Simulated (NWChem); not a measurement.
Molecule: C5H8; SMILES CC#CCC

```xyz
13

C      0.2203     2.6574    -0.0009
C     -0.0848     1.2283     0.0267
C     -0.3424     0.0464     0.0504
C     -0.6283    -1.3908     0.0761
C      0.6336    -2.2614    -0.0762
H      1.2958     2.8339    -0.1273
H     -0.0873     3.1507     0.9296
H     -0.2957     3.1613    -0.8277
H     -1.3393    -1.6376    -0.7249
H     -1.1356    -1.6469     1.0168
H      1.1376    -2.0536    -1.0256
H      1.3436    -2.0625     0.7330
H      0.3701    -3.3247    -0.0508
```
Atoms are numbered in this order, from 1.

Coordinates come from a B3LYP/6-31G* (spherical d) optimisation.

Give the principal values of the shielding tensors (ppm) of C1, C2, C3, C4, C5 from PBE/pcSseg-1, GIAO (NWChem), with their diamagnetic and paramagnetic parts as GIAO splits them.


```json
[
 {"atom": "C1", "σ11": "166.6", "σ22": "166.7", "σ33": "193.3", "isotropic": "175.6", "diamagnetic": "255.0", "paramagnetic": "-79.4"},
 {"atom": "C2", "σ11": "20.4", "σ22": "20.9", "σ33": "264.7", "isotropic": "102.0", "diamagnetic": "260.3", "paramagnetic": "-158.2"},
 {"atom": "C3", "σ11": "3.3", "σ22": "11.8", "σ33": "273.0", "isotropic": "96.0", "diamagnetic": "259.0", "paramagnetic": "-162.9"},
 {"atom": "C4", "σ11": "151.6", "σ22": "162.1", "σ33": "176.0", "isotropic": "163.2", "diamagnetic": "251.4", "paramagnetic": "-88.1"},
 {"atom": "C5", "σ11": "151.3", "σ22": "158.1", "σ33": "182.3", "isotropic": "163.9", "diamagnetic": "249.2", "paramagnetic": "-85.3"}
]
```
